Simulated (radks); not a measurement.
Question: The table gives one normalised radial function P(r) = r R(r) (large component) of Au5+ in [Xe] 4f14 5d6 (r in bohr). Method: Dirac Kohn-Sham, PBE, spin-unpolarised, spherical densities, finite nucleus; open shells fill j = l - 1/2 first; Fermi nuclear charge, rms radius 5.4371 fm; computed with a radial shooting solver on a logarithmic mesh with Libxc functionals.

| r | P |
|---|---|
| 0.0009944 | 0.0095 |
| 0.001337 | 0.0129 |
| 0.001798 | 0.0178 |
| 0.002417 | 0.0248 |
| 0.003249 | 0.0350 |
| 0.004368 | 0.0498 |
| 0.005873 | 0.0712 |
| 0.007896 | 0.1014 |
| 0.01062 | 0.1425 |
| 0.01427 | 0.1943 |
| 0.01919 | 0.2520 |
| 0.0258 | 0.3002 |
| 0.03469 | 0.3093 |
| 0.04664 | 0.2376 |
| 0.0627 | 0.0535 |
| 0.0843 | -0.2136 |
| 0.1133 | -0.4232 |
| 0.1524 | -0.3594 |
| 0.2049 | 0.0620 |
| 0.2755 | 0.5513 |
| 0.3733 | 0.5625 |
| 0.5019 | -0.0873 |
| 0.6748 | -0.8864 |
| 0.9073 | -1.1915 |
| 1.22 | -0.8968 |
| 1.64 | -0.4157 |
| 2.205 | -0.1138 |
| 2.964 | -0.0163 |
| 3.986 | -0.0010 |
| 5.358 | 0.0000 |
| 7.204 | 0.0000 |

Which n and l does it have? It may be an empty orbital.

Answer: n = 5, l = 1: the number of nodes gives n - l - 1 = 3, the rise at small r points to l (for j = l - 1/2 the large component starts outside the nucleus as r^gamma with gamma = sqrt(l^2 - (Z/c)^2) = 0.82 and the r^(l+1) term takes over further out; the orbital of l - 1 with the same j starts with the same power, but with a larger coefficient, and does not steepen), and the extent must fit the shell. The curve is that of 5p1/2; the two j differ most near the nucleus, where j = l - 1/2 has the larger amplitude, and in heavy atoms j = l - 1/2 is also the more compact. 5p1/2: eigenvalue -139.88 eV, 3 radial nodes at r = 0.0668, 0.198, 0.487 bohr, <r> = 0.986 bohr, 90 % of the charge inside 1.42 bohr.
